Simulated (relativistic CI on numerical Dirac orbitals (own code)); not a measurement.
Transition arrays of Er26+

Computed by Dirac-Coulomb-Breit CI, orbitals from a KLI potential per configuration, model QED, valence Slater integrals scaled by 0.9, whole transition arrays (own radial code, finite nucleus).

CI space (outside the closed core [Ar] 3d10 4s2): 4p⁶4d⁶, 4p⁶4d⁵4f, 4p⁵4d⁷, 4p⁶4d⁵5p, 4p⁶4d⁵5f. Levels of other configurations are missing.

All E1 lines from the levels of 4p⁶4d⁶; mean and standard deviation are weighted by gf, and upper levels are sorted by their leading configuration.

| Upper configuration | Lines | Σgf | Mean (eV) | Mean (nm) | σ (eV) | Strongest line (nm) |
| --- | --- | --- | --- | --- | --- | --- |
| 4p⁶4d⁵4f | 5819 | 847.3 | 202.11 | 6.135 | 9.46 | 6.036 |
| 4p⁵4d⁷ | 1369 | 382.2 | 212.96 | 5.822 | 14.24 | 5.829 |
| 4p⁶4d⁵5p | 3245 | 123.3 | 347.97 | 3.563 | 6.33 | 3.545 |
| 4p⁶4d⁵5f | 5470 | 294.3 | 488.74 | 2.537 | 5.85 | 2.510 |

Σgf per state of the lower configuration in bins of 0.2 nm over the central range (centre: value): 2.5: 1.39, 3.5: 0.41, 3.7: 0.17, 5.5: 0.22, 5.7: 0.99, 5.9: 0.91, 6.1: 3.10, 6.3: 0.16, 6.5: 0.07, 6.7: 0.06, 6.9: 0.08, 7.1: 0.07.

Task: How do configuration mixing and the scaling of the Slater integrals move the arrays?

Result: Slater scale 0.9, no configuration mixing: 4p⁶4d⁵4f 196.4 ± 8.3 eV (Σgf 779.7), 4p⁵4d⁷ 183.6 ± 22.8 eV (Σgf 358.5), 4p⁶4d⁵5p 348.2 ± 6.3 eV (Σgf 138.7), 4p⁶4d⁵5f 488.7 ± 5.9 eV (Σgf 295.3); Slater scale 1: 4p⁶4d⁵4f 205.8 ± 9.8 eV (Σgf 874.8), 4p⁵4d⁷ 216.5 ± 14.1 eV (Σgf 377.1), 4p⁶4d⁵5p 348.0 ± 6.6 eV (Σgf 121.4), 4p⁶4d⁵5f 488.8 ± 6.1 eV (Σgf 294.6); Slater scale 0.8: 4p⁶4d⁵4f 198.5 ± 9.1 eV (Σgf 831.3), 4p⁵4d⁷ 209.6 ± 14.5 eV (Σgf 375.9), 4p⁶4d⁵5p 347.9 ± 6.1 eV (Σgf 125.2), 4p⁶4d⁵5f 488.7 ± 5.6 eV (Σgf 294.0). With mixing, levels are counted to their leading configuration, so an array can shrink or vanish into another, and the sums then hold other lines.
